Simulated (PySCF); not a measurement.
## Two-component Hartree-Fock for Ho (holmium, neutral)

Start: [Xe] 4f11 6s2; 4f5/2 filled at m_j = -5/2, -3/2, -1/2, +1/2, +3/2, +5/2; 4f7/2 filled at m_j = -1/2, +1/2, +3/2, +5/2, +7/2. Calculated with PySCF 2.14 in x2c-TZVPall-2c with one added diffuse shell each of s, p, d, f type (12s12p11d5f1g, 147 functions): generalised Hartree-Fock with the X2C-1e Hamiltonian and a Gaussian nucleus; one run each with spin-orbit coupling (SO) switched off, then screened by Boettger's factors.

```json
{"spinor shell": "1s1/2", "electrons": "2", "ε, spin-free (eV)": "-55899.4", "ε, screened SO (eV)": "-55887.3", "weight of nominal j (screened SO)": "1.000", "rms radius, screened SO (bohr)": "0.0236"}
{"spinor shell": "2s1/2", "electrons": "2", "ε, spin-free (eV)": "-9476.6", "ε, screened SO (eV)": "-9472.9", "weight of nominal j (screened SO)": "1.000", "rms radius, screened SO (bohr)": "0.0952"}
{"spinor shell": "2p1/2", "electrons": "2", "ε, spin-free (eV)": "-8391.8", "ε, screened SO (eV)": "-8998.2", "weight of nominal j (screened SO)": "1.000", "rms radius, screened SO (bohr)": "0.0814"}
{"spinor shell": "2p3/2", "electrons": "4", "ε, spin-free (eV)": "-8391.8", "ε, screened SO (eV)": "-8136.2", "weight of nominal j (screened SO)": "1.000", "rms radius, screened SO (bohr)": "0.0881"}
{"spinor shell": "3s1/2", "electrons": "2", "ε, spin-free (eV)": "-2169.8", "ε, screened SO (eV)": "-2168.6", "weight of nominal j (screened SO)": "1.000", "rms radius, screened SO (bohr)": "0.245"}
{"spinor shell": "3p1/2", "electrons": "2", "ε, spin-free (eV)": "-1831.9", "ε, screened SO (eV)": "-1961.0", "weight of nominal j (screened SO)": "1.000", "rms radius, screened SO (bohr)": "0.236"}
{"spinor shell": "3p3/2", "electrons": "4", "ε, spin-free (eV)": "-1831.9", "ε, screened SO (eV)": "-1776.6", "weight of nominal j (screened SO)": "1.000", "rms radius, screened SO (bohr)": "0.250"}
{"spinor shell": "3d3/2", "electrons": "4", "ε, spin-free (eV)": "-1400.9", "ε, screened SO (eV)": "-1424.8", "weight of nominal j (screened SO)": "0.999", "rms radius, screened SO (bohr)": "0.223"}
{"spinor shell": "3d5/2", "electrons": "6", "ε, spin-free (eV)": "-1400.9", "ε, screened SO (eV)": "-1383.9", "weight of nominal j (screened SO)": "1.000", "rms radius, screened SO (bohr)": "0.226"}
{"spinor shell": "4s1/2", "electrons": "2", "ε, spin-free (eV)": "-453.97", "ε, screened SO (eV)": "-453.61", "weight of nominal j (screened SO)": "1.000", "rms radius, screened SO (bohr)": "0.552"}
{"spinor shell": "4p1/2", "electrons": "2", "ε, spin-free (eV)": "-340.25", "ε, screened SO (eV)": "-370.38", "weight of nominal j (screened SO)": "0.997", "rms radius, screened SO (bohr)": "0.566"}
{"spinor shell": "4p3/2", "electrons": "4", "ε, spin-free (eV)": "-340.25", "ε, screened SO (eV)": "-327.22", "weight of nominal j (screened SO)": "0.999", "rms radius, screened SO (bohr)": "0.597"}
{"spinor shell": "4d3/2", "electrons": "4", "ε, spin-free (eV)": "-183.45", "ε, screened SO (eV)": "-190.48", "weight of nominal j (screened SO)": "0.952", "rms radius, screened SO (bohr)": "0.640"}
{"spinor shell": "4d5/2", "electrons": "6", "ε, spin-free (eV)": "-183.45", "ε, screened SO (eV)": "-178.50", "weight of nominal j (screened SO)": "0.968", "rms radius, screened SO (bohr)": "0.650"}
{"spinor shell": "5s1/2", "electrons": "2", "ε, spin-free (eV)": "-61.389", "ε, screened SO (eV)": "-61.339", "weight of nominal j (screened SO)": "1.000", "rms radius, screened SO (bohr)": "1.38"}
{"spinor shell": "5p1/2", "electrons": "2", "ε, spin-free (eV)": "-32.201", "ε, screened SO (eV)": "-36.250", "weight of nominal j (screened SO)": "0.991", "rms radius, screened SO (bohr)": "1.56"}
{"spinor shell": "5p3/2", "electrons": "4", "ε, spin-free (eV)": "-32.201", "ε, screened SO (eV)": "-30.485", "weight of nominal j (screened SO)": "0.995", "rms radius, screened SO (bohr)": "1.69"}
{"spinor shell": "4f5/2", "electrons": "6", "ε, spin-free (eV)": "-13.890", "ε, screened SO (eV)": "-14.747", "weight of nominal j (screened SO)": "0.706", "rms radius, screened SO (bohr)": "0.920"}
{"spinor shell": "4f7/2", "electrons": "5", "ε, spin-free (eV)": "-13.890", "ε, screened SO (eV)": "-12.766", "weight of nominal j (screened SO)": "0.702", "rms radius, screened SO (bohr)": "0.948"}
{"spinor shell": "6s1/2", "electrons": "2", "ε, spin-free (eV)": "-5.164", "ε, screened SO (eV)": "-5.167", "weight of nominal j (screened SO)": "1.000", "rms radius, screened SO (bohr)": "4.69"}
```

```
   quantity     spin-free   screened SO
E (hartree)  -12607.14288  -12617.03703
        M_J          15/2          15/2
       ⟨J²⟩        63.761        63.762
       ⟨L²⟩        42.006        42.397
       ⟨S²⟩         3.756         3.778
```

Each row is a mean over spinors that exchange with the open shell spreads, by up to 14.195 eV (4d5/2).

Rows whose weight is well below 1 are mixtures of j = l ± 1/2: exchange outweighs spin-orbit coupling there, and the label is only the starting occupation.

Breit and QED terms are absent; they matter most for the inner s and p1/2 levels.

Densities and radii are taken from the X2C orbitals without a picture-change correction, which distorts them close to the nucleus.

Without spin-orbit coupling the j labels of p, d and f shells carry no meaning; the spin-free column gives the mean over the occupied spinors of each nl shell.
